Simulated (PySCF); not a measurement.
CH₅BrO₂Si, SMILES C[Si](O)(O)Br.

The structure is a stationary point at B3LYP-D3(BJ)/def2-SVP. One conformer was computed; it need not be the lowest.

Method: PySCF 2.14.0 with B3LYP-D3(BJ)/def2-SVP.

Frequencies are harmonic and unscaled.

### Question
List the normal modes with their intensities. (An estimate is asked for; the answer gives what the named calculation found.)

### Answer

```json
[
 {"mode": "1", "ν (cm⁻¹)": "97", "IR (km/mol)": "58.4", "Raman (Å⁴/amu)": "0.9", "depolarisation": "0.75", "moving atoms (share of kinetic energy)": "H 50 %, O 33 %, C 13 %"},
 {"mode": "2", "ν (cm⁻¹)": "137", "IR (km/mol)": "2.0", "Raman (Å⁴/amu)": "0.2", "depolarisation": "0.73", "moving atoms (share of kinetic energy)": "H 95 %"},
 {"mode": "3", "ν (cm⁻¹)": "178", "IR (km/mol)": "37.1", "Raman (Å⁴/amu)": "2.3", "depolarisation": "0.75", "moving atoms (share of kinetic energy)": "H 54 %, O 27 %, C 9 %"},
 {"mode": "4", "ν (cm⁻¹)": "191", "IR (km/mol)": "20.8", "Raman (Å⁴/amu)": "1.8", "depolarisation": "0.64", "moving atoms (share of kinetic energy)": "O 37 %, H 26 %, C 21 %, Br 10 %"},
 {"mode": "5", "ν (cm⁻¹)": "235", "IR (km/mol)": "20.2", "Raman (Å⁴/amu)": "3.1", "depolarisation": "0.43", "moving atoms (share of kinetic energy)": "H 39 %, O 31 %, Br 20 %, C 8 %"},
 {"mode": "6", "ν (cm⁻¹)": "249", "IR (km/mol)": "8.9", "Raman (Å⁴/amu)": "1.5", "depolarisation": "0.52", "moving atoms (share of kinetic energy)": "O 33 %, H 29 %, Si 19 %, C 13 %"},
 {"mode": "7", "ν (cm⁻¹)": "278", "IR (km/mol)": "49.8", "Raman (Å⁴/amu)": "2.4", "depolarisation": "0.59", "moving atoms (share of kinetic energy)": "H 39 %, O 35 %, Si 13 %, Br 8 %"},
 {"mode": "8", "ν (cm⁻¹)": "348", "IR (km/mol)": "27.4", "Raman (Å⁴/amu)": "3.0", "depolarisation": "0.54", "moving atoms (share of kinetic energy)": "H 38 %, O 35 %, Si 14 %, C 9 %"},
 {"mode": "9", "ν (cm⁻¹)": "416", "IR (km/mol)": "120.8", "Raman (Å⁴/amu)": "3.6", "depolarisation": "0.07", "moving atoms (share of kinetic energy)": "Si 50 %, O 21 %, H 14 %, Br 12 %"},
 {"mode": "10", "ν (cm⁻¹)": "700", "IR (km/mol)": "44.7", "Raman (Å⁴/amu)": "11.1", "depolarisation": "0.07", "moving atoms (share of kinetic energy)": "C 41 %, H 24 %, Si 20 %, O 14 %"},
 {"mode": "11", "ν (cm⁻¹)": "761", "IR (km/mol)": "84.2", "Raman (Å⁴/amu)": "1.1", "depolarisation": "0.33", "moving atoms (share of kinetic energy)": "H 72 %, O 17 %, C 10 %"},
 {"mode": "12", "ν (cm⁻¹)": "778", "IR (km/mol)": "58.6", "Raman (Å⁴/amu)": "0.4", "depolarisation": "0.06", "moving atoms (share of kinetic energy)": "H 64 %, O 23 %, C 12 %"},
 {"mode": "13", "ν (cm⁻¹)": "819", "IR (km/mol)": "149.0", "Raman (Å⁴/amu)": "2.9", "depolarisation": "0.64", "moving atoms (share of kinetic energy)": "H 73 %, O 15 %, C 10 %"},
 {"mode": "14", "ν (cm⁻¹)": "838", "IR (km/mol)": "300.5", "Raman (Å⁴/amu)": "2.4", "depolarisation": "0.26", "moving atoms (share of kinetic energy)": "H 60 %, O 16 %, Si 13 %, C 11 %"},
 {"mode": "15", "ν (cm⁻¹)": "915", "IR (km/mol)": "110.0", "Raman (Å⁴/amu)": "1.8", "depolarisation": "0.59", "moving atoms (share of kinetic energy)": "Si 37 %, H 32 %, O 28 %"},
 {"mode": "16", "ν (cm⁻¹)": "969", "IR (km/mol)": "147.3", "Raman (Å⁴/amu)": "1.9", "depolarisation": "0.58", "moving atoms (share of kinetic energy)": "Si 47 %, O 39 %, H 13 %"},
 {"mode": "17", "ν (cm⁻¹)": "1282", "IR (km/mol)": "31.5", "Raman (Å⁴/amu)": "0.8", "depolarisation": "0.23", "moving atoms (share of kinetic energy)": "H 77 %, C 23 %"},
 {"mode": "18", "ν (cm⁻¹)": "1426", "IR (km/mol)": "4.9", "Raman (Å⁴/amu)": "12.7", "depolarisation": "0.75", "moving atoms (share of kinetic energy)": "H 96 %"},
 {"mode": "19", "ν (cm⁻¹)": "1428", "IR (km/mol)": "2.1", "Raman (Å⁴/amu)": "11.0", "depolarisation": "0.74", "moving atoms (share of kinetic energy)": "H 96 %"},
 {"mode": "20", "ν (cm⁻¹)": "3041", "IR (km/mol)": "0.4", "Raman (Å⁴/amu)": "133.9", "depolarisation": "0.01", "moving atoms (share of kinetic energy)": "H 97 %"},
 {"mode": "21", "ν (cm⁻¹)": "3136", "IR (km/mol)": "1.9", "Raman (Å⁴/amu)": "97.7", "depolarisation": "0.74", "moving atoms (share of kinetic energy)": "H 91 %, C 9 %"},
 {"mode": "22", "ν (cm⁻¹)": "3145", "IR (km/mol)": "1.6", "Raman (Å⁴/amu)": "64.0", "depolarisation": "0.75", "moving atoms (share of kinetic energy)": "H 91 %, C 9 %"},
 {"mode": "23", "ν (cm⁻¹)": "3870", "IR (km/mol)": "103.7", "Raman (Å⁴/amu)": "102.9", "depolarisation": "0.31", "moving atoms (share of kinetic energy)": "H 94 %"},
 {"mode": "24", "ν (cm⁻¹)": "3882", "IR (km/mol)": "101.9", "Raman (Å⁴/amu)": "64.1", "depolarisation": "0.22", "moving atoms (share of kinetic energy)": "H 94 %"}
]
```
